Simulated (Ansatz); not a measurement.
This singlet lies 1.86 eV below the relaxed triplet at the level frozen-core CCSD(T)/cc-pVTZ // PBE0-D3(BJ)/def2-SVP (Ansatz, a first-principles code).

Computed with frozen-core CCSD(T)/cc-pVTZ // PBE0-D3(BJ)/def2-SVP (Ansatz). The restricted HF reference is unstable towards unrestricted orbitals.

Ansatz 0.2 input:
```yaml
crystal:
  periodic: [false, false, false]
  atoms:
    - { symbol: C, position_ang: [1.568177, 0.008388, -0.052049] }
    - { symbol: O, position_ang: [0.808963, -0.326714, -1.17812] }
    - { symbol: Si, position_ang: [-0.823017, -0.439894, -1.506013] }
    - { symbol: C, position_ang: [-1.607761, 0.040609, 0.177531] }
    - { symbol: H, position_ang: [0.948308, 0.277282, 0.820182] }
    - { symbol: H, position_ang: [2.211957, -0.841875, 0.228098] }
    - { symbol: H, position_ang: [2.224582, 0.862065, -0.288733] }
    - { symbol: H, position_ang: [-1.318159, 1.058697, 0.495737] }
    - { symbol: H, position_ang: [-2.706459, 0.011935, 0.104256] }
    - { symbol: H, position_ang: [-1.30659, -0.650493, 0.985896] }
basis:
  gaussian: { orbitals: cc-pVTZ }
correlation:
  method: ccsd_t
```

Output:

```
Functional definition: HF
1184 factors; integrals over basis functions are off by at most 1.4e-3 eV
mean field evaluation 1: about -12053.1368 eV, gradient 3.9e1 eV
mean field evaluation 2: about -12053.3356 eV, gradient 3.9e1 eV
mean field evaluation 4: about -12056.8811 eV, gradient 4.6e0 eV
mean field evaluation 8: about -12056.9581 eV, gradient 3.0e-1 eV
mean field evaluation 16: about -12056.9589 eV, gradient 1.6e-6 eV
mean field -12056.95886608 eV, -443.0850658283 hartree, gradient 1.6e-6 eV, S^2 0.000000; 0 other end points of the search recorded, 0 dependent functions left out; unrestricted orbitals would lower it
8 core orbitals not correlated
reference -12056.95886608 eV, -443.0850658283 hartree; 12, 12 occupied and 188, 188 virtual orbitals, 1184 factors
second order -18.92917577 eV of doubles, -0.00000000 eV of singles
cycle   1  -19.39008151 eV  change   -4.6e-1 eV  update   1.1e-1
cycle   2  -19.90078131 eV  change   -5.1e-1 eV  update   3.5e-2
cycle   3  -20.03584292 eV  change   -1.4e-1 eV  update   2.0e-2
cycle   4  -20.02206455 eV  change    1.4e-2 eV  update   5.4e-3
cycle   5  -20.02003947 eV  change    2.0e-3 eV  update   2.7e-3
cycle   6  -20.02071690 eV  change   -6.8e-4 eV  update   8.5e-4
cycle   7  -20.02025259 eV  change    4.6e-4 eV  update   3.7e-4
cycle   8  -20.02026255 eV  change   -1.0e-5 eV  update   1.2e-4
cycle   9  -20.02032429 eV  change   -6.2e-5 eV  update   4.2e-5
cycle  10  -20.02030885 eV  change    1.5e-5 eV  update   1.6e-5
perturbative correction -0.79119730 eV, -0.0290759644 hartree
Total energy: -12077.77037223 eV, -443.8498745726 hartree
```

Cost: very roughly 110 core-seconds.
